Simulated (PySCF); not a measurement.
Vertical excitations of a molecule C3H7FOSi from TDDFT-PBE/def2-SVPD run with PySCF, as energy in eV (oscillator strength): 4.10 (0.002), 5.21 (0.002), 5.50 (0.008), 5.79 (0.008), 6.04 (0.002), 6.43 (0.022), 6.53 (0.003), 6.67 (0.020), 6.75 (0.039), 6.87 (0.013). Lowest triplet (TDA): 3.52 eV. Coordinates come from a PBE0-D3(BJ)/def2-SVP optimisation. One conformer was computed; it need not be the lowest.

Question: Which molecule gave these data?
A. C[C@]1(F)OC[SiH2]1
B. C[C@@H](C=O)[SiH2]F
C. CC(=O)[Si@@H](C)F
D. O=CC[SiH2]CF

Answer: D, O=CC[SiH2]CF
